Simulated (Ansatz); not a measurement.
`[Br][GeH2][Br]` and `Br[SiH2]Br` differ in one element.

Ansatz, PBE0-D4/def2-TZVP geometries, multiplicity 1. 

Scalar relativity is left out up to krypton.

```tsv
property	`[Br][GeH2][Br]`
HOMO–LUMO gap (ωB97M-V/def2-TZVPP) / eV	11.35
LUMO energy (PBE/def2-TZVPP) / eV	-2.17
HOMO energy (B3LYP/def2-TZVPP) / eV	-8.24
ideal-gas entropy at 298 K and 1 bar (rigid rotor, harmonic PBE0-D4/def2-TZVP) / J/(mol·K)	324
zero-point energy (PBE0-D4/def2-TZVP) / kJ/mol	46.8
HOMO–LUMO gap (PBE0/def2-TZVPP) / eV	7.25
```

Question: What does the change do to each property? (Best estimate.)

Answer: Ansatz gave: 
```
                                                                                  property  `Br[SiH2]Br`  shift
                                                   HOMO–LUMO gap (ωB97M-V/def2-TZVPP) / eV         12.11   0.76
                                                         LUMO energy (PBE/def2-TZVPP) / eV         -1.50   0.67
                                                       HOMO energy (B3LYP/def2-TZVPP) / eV         -8.37  -0.13
ideal-gas entropy at 298 K and 1 bar (rigid rotor, harmonic PBE0-D4/def2-TZVP) / J/(mol·K)           311    -13
                                            zero-point energy (PBE0-D4/def2-TZVP) / kJ/mol          51.1    4.3
                                                      HOMO–LUMO gap (PBE0/def2-TZVPP) / eV          8.02   0.77
```

With PBE0 the HOMO falls by 0.10 eV and the LUMO rises by 0.66 eV, so the gap widens by about 0.76 eV. PBE moves the HOMO by -0.11 eV and ωB97M-V by -0.14 eV.

B3LYP here is the variant with VWN-RPA as its local correlation; programs differ in this.

Spin–orbit coupling is left out; it splits and shifts lone-pair levels of the heavy atoms by tenths of an eV.
